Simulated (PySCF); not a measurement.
BHN, SMILES B=[N] (connectivity only; charge and spin as stated), charge -1, multiplicity 1.

The structure is a stationary point at B3LYP-D3(BJ)/def2-TZVPD. The multiplicity is an assumed one; other spin states were not compared. The isomer is the one that the SMILES or the coordinates give; other isomers of the formula were not compared.

Estimates of the vertical detachment energy (IE) of the anion in eV. Rows of orbital energies are one-electron estimates, which approximate functionals can put far too low.

```csv
level,IE
"−ε(HOMO), −ε(LUMO), r2SCAN/def2-TZVPD (PySCF)",…
"−ε(HOMO), −ε(LUMO), B3LYP/def2-TZVPD (PySCF)",0.36
EOM-CCSD/aug-cc-pVDZ (PySCF),3.03
```

**Question.** What belongs in the gaps? (Estimate from the structure and the level; the computed values follow.)

**Answer.** 
- −ε(HOMO), −ε(LUMO), r2SCAN/def2-TZVPD (PySCF), IE: -0.36
